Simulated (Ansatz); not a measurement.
Molecule: sum formula SiH2Cl2, net charge -1, doublet state. 
Geometry from a B3LYP-D3(BJ)/def2-TZVP (Ansatz, a program for electronic structure) optimisation:
```
Si
H 1 1.4907
H 1 1.4907 2 107.77
Cl 1 2.3298 2 94.92 3 96.77
Cl 1 2.3298 2 94.92 3 -96.77
```
Charge -1, spin multiplicity 2.

Basis-set convergence of Hartree-Fock and MP2 correlation energies (hartree) with Ansatz. Cores are frozen in the correlated levels unless marked. Open shells are spin-unrestricted. Spin-orbit coupling is left out. Non-relativistic. This anion needs diffuse functions, which these sets lack.

| basis | functions | E(HF) | E(corr, MP2) |
|---|---|---|---|
| cc-pV(D+d)Z | 79 | -1209.20228 | -0.37206 |
| cc-pV(T+d)Z | 145 | ___ | ___ |

What belongs in the gaps?


- cc-pV(T+d)Z, E(HF): -1209.24703
- cc-pV(T+d)Z, E(corr, MP2): -0.50831
